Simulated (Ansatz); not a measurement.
Ansatz (an electronic-structure program) input:

Ansatz 0.2 input:
```yaml
crystal:
  periodic: [false, false, false]
  atoms:
    - {symbol: La, position_ang: [0.18975711, 0.71178202, 0.85426370]}
    - {symbol: I, position_ang: [-0.30132633, 1.40130821, -1.90159842]}
    - {symbol: I, position_ang: [0.09724793, -2.16680963, 0.98286198]}
basis:
  gaussian:
    orbitals: def2-SVPD
total_charge: 1
magnetization: {spin_polarized: false}
correlation: {method: ccsd_t, electrons: outside_noble_gas}
output: {forces: true}
```

**Question.** Predict the final energy.

**Answer.** -624.66916 Eh (CCSD(T)/def2-SVPD). The basis has 105 functions.

The spin state was set by rule; other spins were not relaxed.
